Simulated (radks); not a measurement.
Values are calculated unless marked as measured or tabulated.
Species: Ga3+. Configuration: [Ar] 3d10 (the NIST ground configuration).

Level of theory: scalar-relativistic Kohn-Sham, BLYP, spin-polarised, spherical densities, finite nucleus; Fermi nuclear charge, rms radius 3.9283 fm (a radial shooting solver on a logarithmic mesh with Libxc functionals).

Energy parts (eV):
| part | energy |
|---|---|
| total | -52849.094 |
| kinetic | 53750.744 |
| electron-nucleus | -126405.506 |
| Hartree | 21848.948 |
| exchange-correlation | -2043.280 |

Orbitals (lengths in bohr, moments of r in powers of bohr; r(90%) holds 90 % of the orbital's charge):
orbital  occ.  eigenvalue (eV)  r(90%)       <r^4>
1s          2        -10266.87  0.0868  0.00002598
2s          2        -1296.060   0.337    0.005436
2p          6        -1132.895   0.312    0.004004
3s          2        -181.5528   0.977      0.3905
3p          6        -132.3749    1.05      0.5160
3d         10         -52.4770    1.35       1.549

The highest occupied level is 3d at -52.477 eV. Summed over all electrons, <r^2> = 12.61 bohr^2, which gives a Langevin (diamagnetic) susceptibility term of -9.99 x 10^-6 cm^3/mol. The electron density at the nucleus is 2.857e+04 e/bohr^3 (large components only).
